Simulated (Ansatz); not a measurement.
Two members of one family ([MoO4-nSn]2-), computed with Ansatz in the gas phase; def2 core potentials for Mo, no spin–orbit coupling. The two geometries come from different levels. A dash marks a value that wasn't run or was left out as unsound. The structures are stationary points that may keep the symmetry of their start. Remarks come from the PBE and PBE0 runs and from stability tests at other levels; not every state was tested. A HOMO above zero means that the electron is unbound at that level and held by the basis, or that self-interaction error raises the level; the energy of removing that electron tells which. HOMO above LUMO (over both spins in singlets and doublets, within one spin in higher multiplets; at PBE or PBE0), or a gap under 0.15 eV within one spin, warns that the state may not be the lowest or that an electron is smeared out.

First: [MoS4]2- (singlet, charge -2, B3LYP-D4/def2-SVPD geometry).

Cartesian coordinates in Å:
```
Mo -0.0001 0.0001 0.0001
S -1.4396 1.0215 1.3368
S 1.5449 -1.0168 1.2190
S 0.9662 1.4913 -1.3226
S -1.0713 -1.4961 -1.2334
```

| level | HOMO (eV) | vertical IE (eV) |
| --- | --- | --- |
| LDA (SPW92)/def2-TZVPD | 2.65 | – |
| PBE-D4/def2-TZVPD | 2.78 | -0.59 |
| r2SCAN-D4/def2-TZVPD | 2.59 | -0.46 |
| PBE0-D4/def2-TZVPD | 1.84 | -0.39 |
| HSE06-D4/def2-TZVPD | 2.21 | – |

Metal–donor distances: 4 × S 2.21 Å. Remarks: HOMO above zero at PBE or PBE0, gap within one spin near zero at PBE or PBE0 (-1 doublet).

Second: [MoO3S]2- (singlet, charge -2, r2SCAN-D4/def2-SVPD geometry).

Cartesian coordinates in Å:
```
Mo 0.084 -0.044 0.001
O 1.303 0.968 0.762
O -0.021 -1.558 0.888
O 0.597 -0.395 -1.644
S -1.962 1.028 -0.007
```

Problem. Estimate the same table for the second.

Solution. 
```json
{"level": "LDA (SPW92)/def2-TZVPD", "HOMO (eV)": "3.45", "vertical IE (eV)": "–"}
{"level": "PBE-D4/def2-TZVPD", "HOMO (eV)": "3.63", "vertical IE (eV)": "-0.95"}
{"level": "r2SCAN-D4/def2-TZVPD", "HOMO (eV)": "3.43", "vertical IE (eV)": "-0.92"}
{"level": "PBE0-D4/def2-TZVPD", "HOMO (eV)": "2.58", "vertical IE (eV)": "-0.86"}
{"level": "HSE06-D4/def2-TZVPD", "HOMO (eV)": "2.97", "vertical IE (eV)": "–"}
```

Metal–donor distances: 3 × O 1.76 Å, 1 × S 2.31 Å. Remarks: HOMO above zero at PBE or PBE0.
